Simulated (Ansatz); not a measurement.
A series at Si: from `F[Si](F)(F)[SiH3]`, ligands are replaced one by one, each step taking up H₂ and setting free H–F; n counts the steps. Ansatz, PBE0-D4/def2-TZVP geometries.

CBS adds triple-zeta CCSD(T) − MP2 to the MP2 limit, frozen cores; atoms without spin–orbit coupling. 

```
n             molecule  atomization energy, CCSD(T)/CBS (kJ/mol)
0  `F[Si](F)(F)[SiH3]`                                         ?
1    `F[SiH](F)[SiH3]`                                    2740.3
2      `F[SiH2][SiH3]`                                    2478.3
3       `[SiH3][SiH3]`                                    2246.2
```

Question: By hand: fit a straight line y = ȳ + b (n − n̄) to the 3 given rows and predict n = 0.

Answer: n̄ = 2.000, ȳ = 2488.27; Σ(n − n̄)(y − ȳ) = -494.10, Σ(n − n̄)² = 2.000, so b = -247.05 kJ/mol a step. Prediction: 2488.27 + (-247.05) × (-2.000) = 2982.4 kJ/mol.

Question: By hand: compare with the computed value, 3016.8 kJ/mol, and give the steps along the whole series.

Answer: The line misses by 34.4 kJ/mol (computed minus predicted). Steps: -276.5, -262.0, -232.1 kJ/mol.

The steps shrink at each stage, from -276.5 to -232.1 kJ/mol, so the series is curved and an end member is harder to predict than an inner one. The miss is 4.5 % of the series' range. The energies themselves are unsure by some kJ/mol a bond, though much of that is common to the series.
